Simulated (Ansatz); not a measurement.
Species: sum formula H$_{6}$Si$_{2}$O, net charge 0, singlet state. 
Geometry from a B3LYP-D3(BJ)/def2-TZVP (Ansatz, an electronic-structure program) optimisation:
```
O
Si 1 1.6366
Si 1 1.6366 2 149.58
H 2 1.4780 1 108.35 3 -179.52
H 3 1.4780 1 108.35 2 -179.52
H 3 1.4817 5 109.63 1 120.17
H 2 1.4817 4 109.63 1 120.17
H 2 1.4818 4 109.62 7 119.64
H 3 1.4818 5 109.62 6 119.64
```
Charge 0, spin multiplicity 1.

Basis-set convergence of Hartree-Fock and CCSD(T) correlation energies (hartree) with Ansatz. Correlated levels leave the core frozen unless marked. Spin-orbit coupling is left out. Non-relativistic.

```json
[
 {"basis": "aug-cc-pV(D+d)Z", "functions": "141", "E(HF)": "-656.31715", "E(corr, CCSD(T))": "-0.47388"},
 {"basis": "aug-cc-pV(T+d)Z", "functions": "294", "E(HF)": "-656.37610", "E(corr, CCSD(T))": "-0.56071"},
 {"basis": "aug-cc-pV(Q+d)Z", "functions": "534", "E(HF)": "-656.38904", "E(corr, CCSD(T))": "-0.58934"}
]
```

Extrapolating the two largest sets (X = 3 and 4) as X^-3: E(corr) = (64·(-0.58934) - 27·(-0.56071))/37 = -0.6102 Eh, an estimate of the basis-set limit. The largest set recovers 96.6 % of it, the smallest 77.7 %.
